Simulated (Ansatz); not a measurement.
Species: dichloro(dihydroxy)silane, sum formula H2SiO2Cl2 (charge 0, singlet). 
Structure (B3LYP-D3(BJ)/def2-TZVP (Ansatz, an electronic-structure program) minimum search):
SMILES: O[Si](O)(Cl)Cl
```xyz
7

Si     0.3365     0.0750    -0.0932
Cl    -0.4038    -0.2838     1.7900
Cl    -1.1959    -0.1068    -1.4220
O      1.0056     1.5567    -0.1249
O      1.4524    -1.0180    -0.5192
H      0.5241     2.2945     0.2587
H      2.2954    -1.0141    -0.0566
```

Property: vertical triplet-singlet gap (E(triplet) - E(singlet); each state is the SCF solution reached for its spin; for the triplet T1 is 0.052), in kJ/mol. Correlated levels leave the core frozen unless marked. Open shells are spin-unrestricted. No spin-orbit coupling. No relativistic terms. 

```tsv
level	program	vertical triplet-singlet gap (kJ/mol)
HF/aug-cc-pV(T+d)Z	Ansatz	706.2
HF/aug-cc-pV(Q+d)Z	Ansatz	705.8
PBE/def2-TZVPD	Ansatz	634.8
r2SCAN/def2-TZVPD	Ansatz	692.8
B3LYP/def2-TZVPD	Ansatz	694.8
BHLYP/def2-TZVPD	Ansatz	768.4
wB97X-V/def2-TZVPD	Ansatz	791.4
RI-MP2/aug-cc-pV(Q+d)Z	Ansatz	840.4
SCS-MP2/aug-cc-pV(D+d)Z	Ansatz	813.1
```
